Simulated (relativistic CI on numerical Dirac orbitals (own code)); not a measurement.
# Ir⁶⁺: O2,3 absorption edge

Computed with this model: Dirac-Coulomb-Breit CI, KLI orbitals optimised for each configuration, QED by a radiative potential, valence Slater integrals scaled by 0.8, multiplet model of core-to-valence dipole absorption; configurations [Xe] 4f14 5d3 → [Kr] 4d10 4f14 5s2 5p5 5d4; 300 K; Lorentzian 0.6 eV and Gaussian 0.3 eV FWHM. Energies are those of the free ion, without screening or charge transfer. The branching ratio is the share of the lower-energy edge in the whole absorption, uncertain by about 0.02 where the edges overlap. S is read from ⟨S²⟩ = S(S + 1).

Field parameters in Wybourne normalisation: D3d B²₀ = −7Dσ, B⁴₀ = −14Dq − 21Dτ, B⁴₃ = −14√(10/7) Dq; Oh B⁴₀ = 21Dq, B⁴₄ = √(5/14) B⁴₀; Td as Oh with Dq negative (B⁴₀ = 21Dq, B⁴₄ = √(5/14) B⁴₀). The field is a parameter set, without covalency.

free ion: ground-state S = 1.35, centroid 60.12 eV. Peaks (eV, height): 54.4 (82), 55.3 (57), 57.1 (33), 59.4 (100), 61.8 (18), 67.7 (15), 69.2 (17), 70.6 (59), 72.8 (7).

Td, 10Dq = -17800 cm⁻¹: ground-state S = 1.12, centroid 61.10 eV. Peaks (eV, height): 55.4 (100), 57.3 (54), 58.5 (42), 59.4 (44), 60.7 (54), 62.7 (23), 65.9 (11), 67.5 (32), 70.1 (54), 72.1 (36), 73.2 (24), 75.4 (6).

Td, 10Dq = -13900 cm⁻¹: ground-state S = 1.23, centroid 60.76 eV. Peaks (eV, height): 55.1 (100), 56.6 (51), 58.0 (42), 59.0 (44), 60.3 (72), 62.3 (25), 67.1 (21), 69.8 (50), 71.6 (40), 73.1 (17).

D3d, 10Dq = 18500, Dσ = 340, Dτ = -210 cm⁻¹: ground-state S = 1.40, centroid 61.25 eV. Peaks (eV, height): 49.8 (8), 50.7 (8), 55.0 (100), 56.2 (61), 58.6 (31), 60.2 (54), 62.8 (20), 66.2 (16), 67.3 (32), 69.0 (29), 70.0 (35), 72.1 (33), 74.0 (16).

Oh, 10Dq = 27750 cm⁻¹: ground-state S = 1.42, centroid 61.78 eV. Peaks (eV, height): 49.7 (16), 55.3 (100), 57.5 (40), 60.4 (34), 61.2 (29), 64.5 (15), 65.2 (15), 65.9 (20), 66.8 (17), 68.1 (31), 69.5 (38), 70.7 (32), 71.4 (30), 72.3 (25), 74.2 (21).

Strongest unbroadened transitions for Td, 10Dq = -13900 cm⁻¹:

| Energy (eV) | Relative strength |
| --- | --- |
| 53.69 | 32.0 |
| 54.21 | 30.2 |
| 54.55 | 46.9 |
| 54.99 | 26.7 |
| 55.19 | 46.2 |
| 55.23 | 25.2 |
| 55.58 | 19.9 |
| 55.91 | 22.8 |
| 56.67 | 21.5 |
| 57.89 | 21.9 |
| 59.07 | 26.7 |
| 59.65 | 26.4 |
| 60.30 | 100.0 |
| 62.32 | 27.6 |
| 67.12 | 27.8 |
| 69.08 | 27.4 |
| 69.76 | 73.9 |
| 71.57 | 42.8 |
